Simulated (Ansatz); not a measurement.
Species: sum formula SiNH₄, net charge 0, doublet state. It need not be the lowest isomer of its formula. SMILES: N[SiH2]
Geometry from a B3LYP-D3(BJ)/def2-TZVP (Ansatz, a quantum-chemistry and plane-wave program) optimisation:
```xyz
6

Si    -0.6251     0.0767    -0.0245
N      1.1015    -0.0449    -0.0103
H     -1.1414    -1.1445    -0.7060
H     -1.0708     0.1044     1.3977
H      1.6507     0.5645     0.5765
H      1.6028    -0.2838    -0.8524
```
Charge 0, spin multiplicity 2.

Computed values are from Ansatz. Cores are frozen in the correlated levels unless marked. UHF or UKS for open shells. No spin-orbit coupling. Non-relativistic. CBS(X,Y): correlation extrapolated as X^-3; Hartree-Fock from the larger set (for Q and 5 zeta extrapolated as (X+1)exp(-9√X)).

### Question
What is the total energy at CCSD(T)/CBS(cc-pV(Q+d)Z,cc-pV(5+d)Z)?

### Answer
-346.1439 Eh.

### Question
What is the atomisation energy De at CCSD(T)/CBS(cc-pV(Q+d)Z,cc-pV(5+d)Z)?

### Answer
1767.4 kJ/mol.

### Question
What is the T1 diagnostic at CCSD/cc-pV(5+d)Z?

### Answer
0.016.

### Question
What is the dipole moment at CCSD(T)/aug-cc-pV(D+d)Z?

### Answer
1.47 D.
